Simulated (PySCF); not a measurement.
# Basis-set dependence of excited states

Species: C2H8OSi2.
InChI=1S/C2H8OSi2/c1-2(3)5-4/h5H2,1,4H3

TDDFT with PBE0 (PySCF), vertical singlets, core orbitals frozen in the response, spherical d and f functions. One conformer (not necessarily the lowest) at the PBE0-D3(BJ)/def2-SVP geometry, without solvent, vibrations or thermal averaging.

| basis | functions | diffuse | S1 (eV) | S2 (eV) | S3 (eV) | S4 (eV) | S5 (eV) | LUMO (eV) | α (au) |
| --- | --- | --- | --- | --- | --- | --- | --- | --- | --- |
| 6-31G* | 94 | no | 3.60 | 5.95 | 6.32 | 6.46 | 6.71 | -0.98 | 74.1 |
| 6-31+G* | 114 | yes | 3.58 | 5.77 | 6.09 | 6.26 | 6.34 | -1.30 | 82.6 |
| def2-SVP | 118 | no | 3.57 | 6.00 | 6.17 | 6.42 | 7.00 | -1.15 | 78.7 |
| def2-SVPD | 175 | yes | 3.54 | 5.85 | 6.11 | 6.12 | 6.43 | -1.40 | 89.3 |
| aug-cc-pVDZ | 195 | yes | 3.55 | 5.66 | 5.92 | 6.08 | 6.13 | -1.33 | 91.2 |
| def2-TZVP | 215 | no | 3.53 | 5.79 | 6.02 | 6.17 | 6.56 | -1.32 | 86.4 |
| def2-TZVPD | 272 | yes | 3.52 | 5.68 | 5.93 | 6.01 | 6.20 | -1.38 | 90.7 |

Question: Compare the sets with the largest diffuse one.

Answer: States are compared by their number. Against the largest diffuse basis here (def2-TZVPD, itself not a converged limit), sets without diffuse functions differ by up to 0.09 eV in S1 and 0.79 eV in S5; the smaller diffuse sets differ by up to 0.07 and 0.23 eV. State by state, the largest deviation of a set without diffuse functions is S1 0.09, S2 0.32, S3 0.38, S4 0.45, S5 0.79 eV. The same number needn't mean the same state in each row. Against def2-TZVPD the polarisability deviates by -18% in 6-31G*, -9% in 6-31+G*, -13% in def2-SVP, -1% in def2-SVPD, +1% in aug-cc-pVDZ, -5% in def2-TZVP. A single + in a Pople set puts diffuse functions on heavy atoms only.
